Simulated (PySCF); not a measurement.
A calculated (M06-2X, PySCF 2.14, x2c-TZVPPall with one added diffuse shell each of s, p, d, f type, scalar relativity by spin-free X2C-1e) atom or ion has these occupied shells.

```tsv
shell	electrons	orbital energy (eV)	rms radius, mean of both spins (bohr)
1s	2	-27923.1	0.0341
2s	2	-4247.2	0.139
2p	6	-3820.5	0.124
3s	2	-845.75	0.373
3p	6	-705.01	0.373
3d	10	-483.29	0.352
4s	2	-160.14	0.906
4p	6	-117.00	0.986
4d	10	-52.939	1.25
```

**Question.** Name the element and its charge.

**Answer.** In³⁺ (indium, charge +3), in [Kr] 4d10, closed-shell 1S.
